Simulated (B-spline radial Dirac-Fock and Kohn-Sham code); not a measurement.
X-ray scattering factor of Nb²²⁺

System: niobium as Nb²²⁺ in the configuration [Ar] 3d1.

The computed values come from a B-spline atomic structure program: relativistic Hartree-Fock (Dirac-Fock) wave functions, averaged over the configuration. f₀ is the Fourier transform of the spherical electron density, S the Waller-Hartree incoherent function, and s = sin θ/λ. The electron scattering factor follows from the Mott-Bethe formula f_e = 0.023934 Å⁻¹·(Z − f₀)/s².

| s (Å⁻¹) | f₀ | S | f_e (Å) |
| --- | --- | --- | --- |
| 0 | 19.000 | 0.000 | – |
| 0.09 | 18.894 | 0.112 | 65.320 |
| 0.1 | 18.869 | 0.139 | 52.969 |
| 0.12 | 18.812 | 0.199 | 36.879 |
| 0.15 | 18.707 | 0.308 | 23.714 |
| 0.18 | 18.580 | 0.441 | 16.562 |
| 0.22 | 18.378 | 0.650 | 11.187 |
| 0.26 | 18.140 | 0.893 | 8.094 |
| 0.31 | 17.796 | 1.241 | 5.779 |
| 0.38 | 17.237 | 1.796 | 3.939 |
| 0.45 | 16.602 | 2.410 | 2.884 |
| 0.54 | 15.702 | 3.253 | 2.076 |
| 0.66 | 14.416 | 4.409 | 1.461 |
| 0.79 | 13.001 | 5.629 | 1.074 |
| 0.95 | 11.355 | 7.005 | 0.786 |
| 1.14 | 9.672 | 8.416 | 0.577 |
| 1.37 | 8.116 | 9.811 | 0.419 |
| 1.65 | 6.853 | 11.137 | 0.300 |
| 1.99 | 5.904 | 12.365 | 0.212 |
| 2.39 | 5.108 | 13.494 | 0.150 |
| 2.88 | 4.220 | 14.602 | 0.106 |
| 3.46 | 3.253 | 15.605 | 0.075 |
| 4.16 | 2.359 | 16.443 | 0.053 |

f₀ starts at the number of electrons, 19, and has fallen to half at s ≈ 1.17 Å⁻¹. The sum of ⟨r²⟩ over the electrons is 1.790 bohr². For an ion f_e diverges as s goes to zero, because of the net charge.
